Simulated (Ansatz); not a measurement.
Program: Ansatz 0.2.0.

C2H7NO2Si (`CC(=N)O[SiH2]O`). Total charge 0; spin multiplicity 1. Geometry: relaxed with PBE0-D4/def2-TZVP. It is one conformer, not always the lowest.

```xyz
13

C     1.027   -1.808   -0.140
C     0.116   -0.627   -0.093
N    -1.128   -0.587   -0.348
O     0.746    0.498    0.265
Si   -0.183    1.877    0.553
O    -1.080    2.309   -0.737
H     0.500   -2.707   -0.455
H     1.468   -1.969    0.845
H     1.848   -1.606   -0.832
H    -1.492   -1.500   -0.593
H     0.815    2.941    0.777
H    -0.987    1.603    1.766
H    -1.649    1.577   -1.008
```

(1) What is the dipole moment at ωB97M-V/def2-TZVPP? (Best estimate.)

(2) And with PBE, r2SCAN, B3LYP? (Estimate.)

(3) Give the Mulliken charges with ωB97M-V, PBE, B3LYP in def2-TZVPP. (Estimate.)

## Answers

(1) The calculation gave: 3.25 D, with components (0.60, -3.19, 0.04) D in this frame, pointing from negative to positive charge.

(2) The calculation gave: PBE 3.09 D, r2SCAN 3.17 D, B3LYP 3.19 D.

(3) The calculation gave: 
| atom | ωB97M-V | PBE | B3LYP |
| --- | --- | --- | --- |
| C1 | -0.28 | -0.23 | -0.23 |
| C2 | 0.32 | 0.22 | 0.28 |
| N3 | -0.38 | -0.34 | -0.38 |
| O4 | -0.35 | -0.28 | -0.35 |
| Si5 | 0.54 | 0.53 | 0.64 |
| O6 | -0.39 | -0.36 | -0.40 |
| H7 | 0.08 | 0.07 | 0.07 |
| H8 | 0.12 | 0.10 | 0.10 |
| H9 | 0.12 | 0.11 | 0.11 |
| H10 | 0.11 | 0.14 | 0.13 |
| H11 | -0.03 | -0.08 | -0.08 |
| H12 | -0.06 | -0.09 | -0.10 |
| H13 | 0.20 | 0.20 | 0.20 |

B3LYP here is the variant with VWN-RPA as its local correlation; programs differ in this.
